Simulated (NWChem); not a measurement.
System: InH2Cl; SMILES [Cl][InH2]

Input file for NWChem:

```
start job
memory heap 200 mb stack 900 mb global 1100 mb
geometry units angstroms
  In     0.000000     0.000000     0.666886
  H      0.000000    -1.581653     1.330331
  H      0.000000     1.581653     1.330331
  Cl     0.000000     0.000000    -1.699832
end
basis spherical
  In library def2-svp
  H library def2-svp
  Cl library def2-svp
end
ecp
  In library def2-ecp
end
dft
  xc xpbe96 cpbe96
  iterations 150
end
driver
  maxiter 120
end
task dft optimize
dft
  grid fine
  convergence energy 1d-8 density 1d-7
end
task dft freq numerical
```

def2 effective core potentials on In; no spin-orbit coupling.

The level has its own optimisation; frequencies are unscaled.

**Question.** Predict the main results of this run. (PBE/def2-SVP with def2 effective core potentials on In.) Quantities: r H–In (Å); r Cl–In (Å); highest harmonic frequency (cm⁻¹); lowest (cm⁻¹); zero-point energy (kcal/mol).

**Answer.** 
* **r H–In (Å)**: 1.730
* **r Cl–In (Å)**: 2.385
* **highest harmonic frequency (cm⁻¹)**: 1776
* **lowest (cm⁻¹)**: 347
* **zero-point energy (kcal/mol)**: 7.7
